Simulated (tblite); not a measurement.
Species: C3H11N2Si (doublet state).
Geometry (GFN2-xTB, Å), atoms numbered from 1 in this order:
```
atom  x, y, z in Å
C1     2.7597   -0.3673    0.4946
C2     1.9096    0.6819   -0.1079
N3     0.5463    0.5144   -0.1819
Si4   -0.4067   -0.8868    0.1536
N5    -2.0091   -0.3275   -0.1433
C6    -2.6478    0.7223    0.6145
H7     3.8081   -0.1678    0.2831
H8     2.6421   -0.4292    1.5844
H9     2.4940   -1.3458    0.0918
H10    2.2925    1.6777   -0.2487
H11    0.0777    1.2753   -0.6515
H12   -0.1036   -1.3243    1.5248
H13   -0.2559   -2.0067   -0.7869
H14   -2.6763   -1.0296   -0.4211
H15   -1.9027    1.4640    0.8934
H16   -3.4160    1.2084    0.0077
H17   -3.1189    0.3529    1.5330
```

Level: GFN2-xTB in tblite, geometry and Hessian alike; calculated harmonic values, unscaled, isolated species. The method is semi-empirical: single wavenumbers can be off by several per cent or more. Modes of hydrogen on silicon can be 10 to 20 % off. One conformer, not necessarily the lowest. Open shells enter through the occupations alone, without spin polarisation, and single modes of such species can be off by tens of per cent.

Harmonic wavenumbers (cm⁻¹): 56.4, 87.4, 132.2, 144.9, 172.1, 193.0, 198.1, 285.3, 320.0, 439.4, 499.1, 526.7, 545.0, 598.5, 735.3, 773.5, 810.7, 833.8, 993.1, 1013.9, 1068.0, 1097.6, 1111.1, 1163.0, 1234.3, 1345.2, 1379.7, 1402.3, 1418.0, 1421.4, 1470.6, 1492.0, 1492.1, 1507.7, 2149.8, 2192.5, 2859.9, 2898.5, 2958.4, 2978.2, 3026.7, 3027.0, 3095.7, 3434.9, 3465.9.

A = 6937, B = 1381, C = 1243 MHz; mass 103.069 u (most abundant isotopes); point group C1, symmetry number 1; spin multiplicity 2.

Question: Zero-point energy?

Answer: Half the sum of the wavenumbers: 30024 cm⁻¹ = 85.84 kcal/mol.

Question: Give the ideal-gas entropy at 350 K and 1 bar in the rigid-rotor, harmonic-oscillator model (classical rotation).

Answer: Translation 40.63, rotation 28.17, vibration 32.95, spin (R ln 2) 1.38: S = 103.1 cal/(mol K).

Question: And Cp and H(350 K) − H(0)?

Answer: Cp = 40.34 cal/(mol K), of which vibrations give 32.39 (their classical limit is 45 R = 89.4); H(350 K) − H(0) = 8.82 kcal/mol without the zero-point energy, 6.04 from vibrations.

Question: Which modes carry the vibrational entropy at 350 K?

Answer: 56.4 cm⁻¹: 4.90; 87.4 cm⁻¹: 4.03; 132.2 cm⁻¹: 3.22; 144.9 cm⁻¹: 3.05; 172.1 cm⁻¹: 2.72; 193.0 cm⁻¹: 2.50 cal/(mol K); the other 39 give 12.54 together.

Question: How do the functions run with temperature in this model?

Answer: 
| T (K) | S (cal/(mol K)) | Cp (cal/(mol K)) | H − H(0) (kcal/mol) | G − H(0) (kcal/mol) | ln q(vib) |
| --- | --- | --- | --- | --- | --- |
| 150 | 76.8 | 23.9 | 2.37 | -9.15 | 2.76 |
| 250 | 91.0 | 32.3 | 5.19 | -17.56 | 5.38 |
| 298.15 | 97.0 | 36.2 | 6.83 | -22.09 | 6.60 |
| 400 | 108.8 | 44.1 | 10.93 | -32.57 | 9.13 |
| 600 | 129.2 | 56.7 | 21.08 | -56.42 | 13.85 |
| 900 | 154.8 | 69.4 | 40.15 | -99.14 | 20.34 |

q(vib) and H(0) count from the zero-point level.

Question: Blend soft modes into free rotors: weight 1/[1 + (100 cm⁻¹/ν̃)⁴] for the oscillator and the rest for a rotor with moment μB/(μ + B), μ = h/(8π²ν), B = 10⁻⁴⁴ kg m². What vibrational entropy results?

Answer: 30.98 cal/(mol K) in place of 32.95, which changes −T·S at 350 K by +0.69 kcal/mol.

Question: What must be added to the electronic energy to get the Gibbs energy at 350 K and 1 bar?

Answer: ZPE + [H(350 K) − H(0)] − T·S = 85.84 + 8.82 − 36.10 = 58.56 kcal/mol.

Hindered rotation and anharmonicity are outside this model. Other conformers, if any are populated, would add a mixing term that is left out. The structure is chiral; the term R ln 2 for an equal mix with its mirror image is left out.
